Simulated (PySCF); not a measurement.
Worked example: dipole moment from atomic charges

Bi(Me)(OH)2 (CH5BiO2), SMILES [OH][Bi]([OH])[CH3]. Atoms are numbered in the order given.

```xyz
9

Bi    -0.1223     0.2711     0.0000
C      2.0957    -0.3290     0.0000
H      2.5890     0.0660    -0.9004
H      2.5890     0.0660     0.9004
H      2.1625    -1.4280     0.0000
O     -0.6067    -0.9822    -1.6272
H     -0.0286    -1.7589    -1.6548
O     -0.6067    -0.9822     1.6272
H     -0.0286    -1.7589     1.6548
```

Geometry optimised at B3LYP-D3(BJ)/def2-SVP. The structure was generated by enumeration; whether it is a known compound was not checked. The def2 effective core potentials stand for the cores of Bi; spin–orbit coupling is left out. Other conformers were not sampled.

Charges (e) from PySCF with HF/def2-TZVP:

| atom | ESP fit | Mulliken |
|---|---|---|
| Bi1 | 0.860 | 1.195 |
| C2 | -0.714 | -0.609 |
| H3 | 0.187 | 0.135 |
| H4 | 0.187 | 0.135 |
| H5 | 0.183 | 0.120 |
| O6 | -0.760 | -0.813 |
| H7 | 0.408 | 0.325 |
| O8 | -0.760 | -0.813 |
| H9 | 0.408 | 0.325 |

The dipole moment of the full density is 3.38 D.

Question: What dipole moment does each set of point charges give, and which comes closer to that of the density?

Answer: 
μ = Σ q r, and 1 e Å = 4.8032 D.
ESP fit: Σ q r = (0.661, 0.289, 0.000) e Å, |μ| = 3.47 D.
Mulliken: Σ q r = (0.504, 0.825, 0.000) e Å, |μ| = 4.64 D.
ESP fit comes closer in size. Point charges leave out the atoms' own dipoles (lone pairs, polarised bonds); fits to the potential absorb them, partitions of the density don't.
